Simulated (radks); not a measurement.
Ionisation of neutral carbon, [He] 2s2 2p2, to [He] 2s2 2p1 as the strength of local exchange is varied. Calculated with a radial shooting solver on a logarithmic mesh with Libxc functionals: Dirac Kohn-Sham, Slater X-alpha exchange (alpha = 2/3 is LDA exchange), no correlation, spin-unpolarised, spherical densities, point nucleus; open shells fill j = l - 1/2 first.

alpha = 0.633: E(C) (hartree) -36.85162; exchange (hartree) -4.10017; IE (eV) 9.377; -e of the level emptied (eV) 4.007 (2p1/2); <r> of it (bohr) 1.869
alpha = 0.667: E(C) (hartree) -37.07237; exchange (hartree) -4.34066; IE (eV) 9.746; -e of the level emptied (eV) 4.300 (2p1/2); <r> of it (bohr) 1.840
alpha = 0.768: E(C) (hartree) -37.73419; exchange (hartree) -5.06697; IE (eV) 10.881; -e of the level emptied (eV) 5.221 (2p1/2); <r> of it (bohr) 1.763
alpha = 0.866: E(C) (hartree) -38.38501; exchange (hartree) -5.78863; IE (eV) 12.039; -e of the level emptied (eV) 6.182 (2p1/2); <r> of it (bohr) 1.696
alpha = 0.87: E(C) (hartree) -38.41176; exchange (hartree) -5.81844; IE (eV) 12.087; -e of the level emptied (eV) 6.223 (2p1/2); <r> of it (bohr) 1.694
alpha = 0.943: E(C) (hartree) -38.90232; exchange (hartree) -6.36731; IE (eV) 12.987; -e of the level emptied (eV) 6.983 (2p1/2); <r> of it (bohr) 1.649
alpha = 0.957: E(C) (hartree) -38.99694; exchange (hartree) -6.47362; IE (eV) 13.163; -e of the level emptied (eV) 7.133 (2p1/2); <r> of it (bohr) 1.641
alpha = 1.008: E(C) (hartree) -39.34307; exchange (hartree) -6.86377; IE (eV) 13.812; -e of the level emptied (eV) 7.689 (2p1/2); <r> of it (bohr) 1.612

NIST Atomic Spectra Database: 11.260 eV (measured). The Delta-SCF value meets it near alpha = 0.80. Spin polarisation and multiplet splitting are left out, so open shells lie too high by an amount that depends on their filling.

Beside tabulated values, note that spin-unpolarised runs miss the spin-polarisation part of the exchange energy of open shells.
